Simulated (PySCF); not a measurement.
Manganese: a sound run and one with changed settings

Sound run: Mn⁺ [Ar] 3d5 4s1, Mn²⁺ [Ar] 3d5. Calculation: PySCF 2.14, in def2-SVP (5s3p2d1f, 31 functions); no relativity, point nucleus. In the sound run the correlated levels freeze [Ar]. The sound run starts from symmetry-adapted Hartree-Fock orbitals and uses a fine grid where one is needed.

Changed run: all electrons correlated in a basis built for the valence shell.

| species | method | sound run (hartree) | changed run (hartree) | converged |
| --- | --- | --- | --- | --- |
| Mn⁺ | MP2 | -1149.52611 | -1149.67170 | yes |
| Mn²⁺ | MP2 | -1148.98330 | -1149.12241 | yes |

Ionisation energy of Mn⁺:

| method | sound run (eV) | changed run (eV) |
| --- | --- | --- |
| UHF | 14.591 | 14.591 |
| MP2 | 14.770 | 14.947 |
| SCS-MP2 | 14.651 | 14.855 |

A valence basis has no tight correlating functions, so it recovers only part of the core correlation, and not evenly between atom and ion.

For comparison, NIST gives 15.640 eV between the lowest levels.
